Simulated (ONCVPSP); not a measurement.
## Ranking ONCV potentials for Ag

All share these settings but for the change named:

| Quantity | Value |
| --- | --- |
| Element | silver (Ag) |
| Generator | ONCVPSP 4.0.1 |
| Type | optimised norm-conserving Vanderbilt (ONCV) |
| Functional | PBEsol |
| Relativity | scalar-relativistic |
| Frozen core | [Ar] 3d10 |
| Valence charge | 19 |
| Reference configuration | 4s2 4p6 4d10 (charge +1) |
| Partial waves | 4s: rc 1.55 bohr, ncon 3, nbas 7, qcut 7.5 1/bohr, 2 projectors, debl 2.6 Ha; 4p: rc 1.60 bohr, ncon 3, nbas 6, qcut 9.8 1/bohr, 1 projector; 4d: rc 1.70 bohr, ncon 4, nbas 9, qcut 8.1 1/bohr, 2 projectors, debl 2.5 Ha |
| Local potential | polynomial inside 1.00 bohr (lpopt 5, dvloc0 -1 Ha) |
| Core correction | none |

In the s channel the program set the typed energies aside and used -3.792, 0.250 Ha.

Test errors are all-electron minus pseudo excitation energies from the reference, over 4s2 4p6 4d10 5s1; 4s2 4p6 4d9; 4s2 4p6 4d8; 4s2 4p6 4d9 5s2. None of these files shows a bound ghost.

The base gives 16.8 meV.

Of 10 variants that were run, those that failed, showed a ghost or another fault, or gave nearly equal values are left out.

**Question.** Rank these variants by their largest absolute test error, smallest first.
A. fully relativistic
B. all radii scaled by about 1.16 (s 1.80, p 1.86, d 1.98 bohr); local potential polynomial inside 1.16 bohr (lpopt 5, dvloc0 -1 Ha)
C. d: rc 2.36
D. p: rc 1.16

**Answer.** D (14.5 meV), A (23.8 meV), B (53.3 meV), C (150.8 meV).
